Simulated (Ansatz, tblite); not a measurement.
Removing and adding an electron: `CC(=O)SCCCCn1c2ccccc2c2ccccc21`. The state is a singlet with charge 0. Geometry: PBE-D4/def2-SVP. Ansatz, gas phase; energy differences of separate SCF runs; the oxidised species was run as a doublet alone; the reduced species was run as a doublet alone.

The xTB rows come from tblite. Correlated methods freeze 25 core orbitals. Single mean-field runs in def2-TZVP are fitted with def2-universal-jkfit. HOMO above LUMO, or a gap near zero within one spin, warns that the state may not be the lowest or that an electron is smeared out.

```json
{"level": "GFN1-xTB", "−HOMO (eV)": "10.60", "vertical IE (eV)": "12.74", "−LUMO (eV)": "7.80", "vertical EA (eV)": "5.85", "HOMO–LUMO gap (eV)": "2.81", "IE − EA (eV)": "6.90", "remarks": "–"}
{"level": "GFN2-xTB", "−HOMO (eV)": "9.75", "vertical IE (eV)": "11.84", "−LUMO (eV)": "7.28", "vertical EA (eV)": "5.10", "HOMO–LUMO gap (eV)": "2.46", "IE − EA (eV)": "6.74", "remarks": "–"}
{"level": "PBE-D4/def2-TZVP", "−HOMO (eV)": "4.94", "vertical IE (eV)": "6.97", "−LUMO (eV)": "1.81", "vertical EA (eV)": "0.20", "HOMO–LUMO gap (eV)": "3.13", "IE − EA (eV)": "6.76", "remarks": "HOMO above zero (-1 doublet), gap within one spin near zero (+1 doublet), gap within one spin near zero (-1 doublet)"}
{"level": "PBE0-D4/def2-TZVP", "−HOMO (eV)": "5.82", "vertical IE (eV)": "7.20", "−LUMO (eV)": "0.99", "vertical EA (eV)": "-0.15", "HOMO–LUMO gap (eV)": "4.83", "IE − EA (eV)": "7.35", "remarks": "HOMO above zero (-1 doublet)"}
{"level": "PBE-QIDH/def2-TZVP", "−HOMO (eV)": "–", "vertical IE (eV)": "–", "−LUMO (eV)": "–", "vertical EA (eV)": "-0.54", "HOMO–LUMO gap (eV)": "–", "IE − EA (eV)": "–", "remarks": "spin-contaminated (⟨S²⟩ 0.86) (-1 doublet)"}
```

Relaxing the oxidised species (PBE-D4/def2-SVP) changes its energy by -0.04 eV at PBE-D4/def2-TZVP, so the adiabatic ionisation energy to this nearest minimum is 6.93 eV. At PBE0-D4/def2-TZVP it is 7.15 eV. The gap within one spin of the relaxed charge 1 doublet nearly closes, so an electron or hole may be smeared out by delocalisation error.  Relaxing the reduced species (PBE-D4/def2-SVP) changes its energy by -0.07 eV at PBE-D4/def2-TZVP, so the adiabatic electron affinity to this nearest minimum is 0.27 eV. At PBE0-D4/def2-TZVP that geometry lies 0.02 eV above the vertical one, so it gives no adiabatic value. The highest occupied level of the relaxed charge -1 doublet lies above zero (up to 1.28 eV). Energy differences disagree on whether the electron is bound (positive means bound): 0.27 eV (each at its own geometry, to the charge 0 singlet, at PBE-D4/def2-TZVP), but -0.17 eV at PBE0-D4/def2-TZVP. The gap within one spin of the relaxed charge -1 doublet nearly closes, so an electron or hole may be smeared out by delocalisation error.  Run but left out: PBE-QIDH/def2-TZVP (charge +1 doublet: ⟨S²⟩ 1.00, where a pure state has 0.75).   A HOMO above zero means that the electron is unbound at that level or that self-interaction error raises the level; the energy of removing that electron tells which. Raw xTB energy differences between charge states are shifted by several eV; the methods need an empirical correction for them. Sets without diffuse functions give affinities that are too small. A negative affinity means that the extra electron isn't bound; its size then hangs on the basis.
